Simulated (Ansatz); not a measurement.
System: InI2 (charge +1, singlet). It need not be the lowest isomer of its formula. 
Structure (B3LYP-D3(BJ)/def2-TZVP (Ansatz, a quantum-chemistry and plane-wave program) minimum search):
```
In
I 1 2.5675
I 1 2.5675 2 180.00
```
Charge +1, spin multiplicity 1.

Basis-set convergence of Hartree-Fock and MP2 correlation energies (hartree) with Ansatz. Correlated levels leave the core frozen unless marked. No spin-orbit coupling. Frozen are the shells of the preceding noble gas and the d and f shells that filled before the atom's block. Past Kr the def2 sets carry scalar-relativistic core potentials.

```tsv
basis	functions	E(HF)	E(corr, MP2)
def2-SVPD	102	-782.36822	-0.23434
def2-TZVPPD	174	___	___
```

Q: Some entries are withheld; supply them.

A: 
- def2-TZVPPD, E(HF): -782.39472
- def2-TZVPPD, E(corr, MP2): -0.30835
